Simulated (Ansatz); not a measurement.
Computed with Ansatz on PBE0-D4/def2-TZVP structures; ΔE is electronic, products minus reactants. CCSD(T)/CBS adds triple-zeta CCSD(T) − MP2 to the extrapolated MP2 energy (def2 sets, frozen cores). Functionals use def2-TZVPP. B3LYP here is the variant with VWN-RPA as its local correlation; programs differ in this. For Ge outer-core shells are correlated without core-valence functions, which leaves a few kJ/mol of doubt a bond. Scalar relativity is left out up to krypton. Each species was taken in one conformer, which may not be the lowest.

Consider the formal exchange of groups at the Si–Ge bond: `[CH3][GeH]([CH3])[SiH3]` + `[CH3][Al]([OH])[F]` → `[OH][Al]([F])[CH2][SiH3]` + `[CH3][GeH2][CH3]`.

```tsv
level	ΔE (eV)
r2SCAN-D4	0.11
PBE0-D4	0.14
B3LYP-D4	0.13
ωB97M-V	0.06
PBE0	0.13
B3LYP	0.11
HF/def2-QZVPP	-0.03
MP2/def2-QZVPP	0.04
```

**Question.** What does CCSD(T)/CBS give? (Best estimate.)

**Answer.** Computed: +0.08 eV. The listed levels differ from it by 0.03, 0.06, 0.05, -0.02, 0.05, 0.03, -0.11, -0.04 eV.

Largest T1 diagnostic among the species: 0.012.

In def2-TZVPP, CCSD(T) changes the Hartree–Fock value by +0.09 eV (the triples alone add +0.01 eV) and MP2 by +0.06 eV. From PBE to PBE0 (25 % exact exchange), in def2-TZVPP and without D4, ΔE moves by −0.04 eV.
